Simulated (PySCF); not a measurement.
**Continuum solvent and chemical shifts**

Cartesian coordinates in Å; atom numbers follow the order of the lines, from 1:
```xyz
21

C    -3.236   -0.082   -0.520
C    -2.007   -0.651    0.169
C    -0.748    0.174   -0.061
C     0.489   -0.387    0.628
C     1.732    0.429    0.381
C     2.540    0.217   -0.865
C     3.092   -0.195    0.469
H    -3.089   -0.018   -1.610
H    -3.461    0.936   -0.161
H    -4.128   -0.701   -0.340
H    -1.830   -1.684   -0.179
H    -2.193   -0.732    1.255
H    -0.920    1.209    0.286
H    -0.552    0.254   -1.146
H     0.305   -0.458    1.715
H     0.664   -1.422    0.285
H     1.662    1.467    0.728
H     2.977    1.086   -1.365
H     2.216   -0.573   -1.550
H     3.145   -1.265    0.692
H     3.909    0.390    0.898
```

GIAO PBE0/pcSseg-1 in PySCF 2.14 on one PBE0-D3(BJ)/def2-SVP conformer, non-relativistic, equivalent nuclei averaged. Solvents enter as an IEF-PCM continuum (chloroform with ε = 4.7, dimethylsulfoxide with ε = 46.8, water with ε = 78.4) around the gas-phase geometry. Shifts are referred to TMS computed in the same medium.

Gas phase, δ in ppm: C4 39.1, C3 35.6, C2 27.0, C1 16.7, C5 13.0, C6/C7 6.3, H13/H14 1.21, H11/H12 1.12, H8/H9/H10 1.01, H15/H16 0.98, H17 0.49, H18/H21 0.43, H19/H20 -0.01. Dipole moment 0.12 D.

Q: How does each δ change in the continuum?

A: 
```csv
atoms,environment,"Δδ, chloroform","Δδ, dimethylsulfoxide","Δδ, water"
C4,sp3 CH2,+0.2,+0.2,+0.2
C3,sp3 CH2,+0.5,+0.7,+0.7
C2,sp3 CH2,+0.4,+0.5,+0.5
C1,methyl carbon,+0.2,+0.3,+0.3
C5,three-membered-ring carbon,+0.3,+0.5,+0.5
C6/C7,three-membered-ring carbon,-0.1,-0.2,-0.2
H13/H14,hydrogen on an sp3 CH2,-0.01,-0.02,-0.02
H11/H12,hydrogen on an sp3 CH2,+0.01,+0.01,+0.01
H8/H9/H10,hydrogen on a methyl carbon,-0.01,-0.01,-0.01
H15/H16,hydrogen on an sp3 CH2,+0.01,+0.02,+0.02
H17,hydrogen on a three-membered-ring carbon,+0.06,+0.08,+0.08
H18/H21,hydrogen on a three-membered-ring carbon,+0.01,+0.01,+0.01
H19/H20,hydrogen on a three-membered-ring carbon,+0.03,+0.04,+0.05
```

Changes are relative to the gas phase. The dipole moment becomes 0.15 D in chloroform, 0.17 D in dimethylsulfoxide, 0.17 D in water.

Q: Which nuclei move most (in ppm), and what does the model miss?

A: C3 (sp3 CH2, +0.7 ppm) in water. A continuum only polarises the solute; specific hydrogen bonds, the anisotropy of aromatic solvents and changes of geometry or conformer are outside it.
